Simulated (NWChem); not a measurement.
System: C2H9N2 cation; SMILES C(N)C[NH3+]

NWChem input:

```
start job
memory heap 200 mb stack 900 mb global 1100 mb
charge 1
geometry units angstroms noautosym nocenter noautoz
  N     -0.218815    -1.900391    -0.022142
  C      0.491308    -0.655142    -0.056583
  C     -0.535296     0.468554     0.048128
  N      0.111965     1.824958     0.016615
  H     -0.481653    -2.234644    -0.945140
  H      0.301248    -2.636521     0.444274
  H      1.170607    -0.598021     0.810971
  H      1.123632    -0.496101    -0.957293
  H     -1.249297     0.438636    -0.787305
  H     -1.098907     0.390720     0.987474
  H     -0.578846     2.584318     0.070457
  H      0.764622     1.951540     0.801942
  H      0.654658     1.965886    -0.846262
end
basis spherical
  N library def2-svp
  C library def2-svp
  H library def2-svp
end
dft
  xc xpbe96 cpbe96
  iterations 150
end
cosmo
  dielec 2.4
end
task dft energy
```

Output (shortened):

```
             Northwest Computational Chemistry Package (NWChem) 7.3.0
             --------------------------------------------------------

                             Geometry "geometry" -> ""
                             -------------------------

 Output coordinates in angstroms (scale by  1.889725989 to convert to a.u.)

  No.       Tag          Charge          X              Y              Z
 ---- ---------------- ---------- -------------- -------------- --------------
    1 N                    7.0000    -0.21881500    -1.90039100    -0.02214200
    2 C                    6.0000     0.49130800    -0.65514200    -0.05658300
    3 C                    6.0000    -0.53529600     0.46855400     0.04812800
    4 N                    7.0000     0.11196500     1.82495800     0.01661500
    5 H                    1.0000    -0.48165300    -2.23464400    -0.94514000
    6 H                    1.0000     0.30124800    -2.63652100     0.44427400
    7 H                    1.0000     1.17060700    -0.59802100     0.81097100
    8 H                    1.0000     1.12363200    -0.49610100    -0.95729300
    9 H                    1.0000    -1.24929700     0.43863600    -0.78730500
   10 H                    1.0000    -1.09890700     0.39072000     0.98747400
   11 H                    1.0000    -0.57884600     2.58431800     0.07045700
   12 H                    1.0000     0.76462200     1.95154000     0.80194200
   13 H                    1.0000     0.65465800     1.96588600    -0.84626200

 Effective nuclear repulsion energy (a.u.)     140.1741755669

  pbe96 is a nonlocal functional; adding pw91lda local functional.

                                 NWChem DFT Module
                                 -----------------

 Summary of "ao basis" -> "ao basis" (spherical)
 ------------------------------------------------------------------------------
       Tag                 Description            Shells   Functions and Types
 ---------------- ------------------------------  ------  ---------------------
 N                          def2-svp                 6       14   3s2p1d
 C                          def2-svp                 6       14   3s2p1d
 H                          def2-svp                 3        5   2s1p

 in cosmo_initialize ...

 solvent parameters
 solvname_short: unkn
 solvname_long:  unknown
 dielec:        2.4000

[...]

                                   COSMO solvation results
                                   -----------------------

                 gas phase energy =      -190.489066713721
                 sol phase energy =      -190.555000186728
 (electrostatic) solvation energy =         0.065933473006 (   41.37 kcal/mol)

                       DFT Final Molecular Orbital Analysis
                       ------------------------------------

 Vector   15  Occ=2.000000D+00  E=-4.229926D-01
              MO Center= -1.2D-01, -1.8D-01,  8.1D-02, r^2= 2.4D+00
   Bfn.  Coefficient  Atom+Function         Bfn.  Coefficient  Atom+Function
  ----- ------------  ---------------      ----- ------------  ---------------
    32      0.302322   3 C  px               19      0.248095   2 C  py
    82     -0.248264  10 H  s                18     -0.244613   2 C  px
    34     -0.193859   3 C  pz               33     -0.177990   3 C  py
     6     -0.149241   1 N  pz               72     -0.145565   8 H  s
    35      0.137835   3 C  px               62      0.120780   6 H  s

 Vector   16  Occ=2.000000D+00  E=-3.803752D-01
              MO Center=  2.7D-01, -5.9D-01,  4.0D-02, r^2= 2.5D+00
   Bfn.  Coefficient  Atom+Function         Bfn.  Coefficient  Atom+Function
  ----- ------------  ---------------      ----- ------------  ---------------
    20      0.335586   2 C  pz               67      0.328191   7 H  s
    72     -0.209919   8 H  s                77      0.203550   9 H  s
    34     -0.200722   3 C  pz               68      0.169612   7 H  s
    57      0.166713   5 H  s                82     -0.158631  10 H  s
    62     -0.151205   6 H  s                 6      0.141562   1 N  pz

 Vector   17  Occ=2.000000D+00  E=-2.577562D-01
              MO Center= -2.4D-01, -1.6D+00,  1.7D-03, r^2= 1.5D+00
   Bfn.  Coefficient  Atom+Function         Bfn.  Coefficient  Atom+Function
  ----- ------------  ---------------      ----- ------------  ---------------
     4      0.449908   1 N  px                7     -0.354581   1 N  px
    31     -0.331498   3 C  s                 6     -0.288518   1 N  pz
     3      0.282238   1 N  s                 9      0.229908   1 N  pz
    72      0.178372   8 H  s                 2      0.141608   1 N  s
    73      0.141868   8 H  s                35     -0.138917   3 C  px

 Vector   18  Occ=0.000000D+00  E=-8.141100D-02
              MO Center=  2.3D-01,  1.9D+00,  2.6D-03, r^2= 4.1D+00
   Bfn.  Coefficient  Atom+Function         Bfn.  Coefficient  Atom+Function
  ----- ------------  ---------------      ----- ------------  ---------------
    45      1.246059   4 N  s                88     -0.625779  11 H  s
    93     -0.617800  12 H  s                98     -0.617186  13 H  s
    31      0.454678   3 C  s                44      0.345064   4 N  s
    78     -0.286623   9 H  s                17      0.271581   2 C  s
    83     -0.259374  10 H  s                36     -0.222503   3 C  py

 Vector   19  Occ=0.000000D+00  E=-3.045388D-02
              MO Center=  3.0D-01, -4.1D-01, -2.4D-01, r^2= 6.8D+00
   Bfn.  Coefficient  Atom+Function         Bfn.  Coefficient  Atom+Function
  ----- ------------  ---------------      ----- ------------  ---------------
    17      1.208394   2 C  s                 3      0.823773   1 N  s
    73     -0.788904   8 H  s                68     -0.736429   7 H  s
    88      0.593328  11 H  s                63     -0.501637   6 H  s
    58     -0.493027   5 H  s                21      0.420381   2 C  px
    98     -0.384129  13 H  s                49      0.380956   4 N  px

[...]
```

Level: PBE/def2-SVP, COSMO on the gas-phase geometry. The geometry was optimised at PBE0/def2-SVP. COSMO prints the solvation energy as gas minus solution, so a positive value is a stabilisation.
